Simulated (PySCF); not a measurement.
## Dipole response of Ga²⁺ (gallium, charge +2)

[Ar] 3d10 4s1, 2S determinant. All numbers are calculated (PySCF 2.14, the non-relativistic Hamiltonian (point nucleus), in def2-QZVPPD). Coupled (time-dependent) response in atomic units; α is the mean over directions.

```csv
method,mean α (bohr³),C₆ (like pair),S(−4)
HSE06,10.26,31.45,93.59
```

S(−4) is the Cauchy moment in α(ω) = α(0) + S(−4) ω² + …

α(iu) at HSE06:

```
u (hartree)  α(iu) (bohr³)
          0          10.26
     0.0500          10.03
      0.100          9.416
      0.200          7.634
      0.300          5.944
      0.500          3.784
      0.750          2.506
       1.00          1.865
       1.50          1.235
       2.00         0.9182
       3.00         0.5933
       5.00         0.3254
```

A single London oscillator, α(iu) = α/(1 + u²/ω²), gives C₆ = (3/4) ω α². Matching the computed C₆ needs ω = 4 × 31.45 / (3 × 10.26²) = 0.398 hartree.

For an ion, C₆ is the dispersion term alone; charge-induced terms of lower order in 1/R come first.
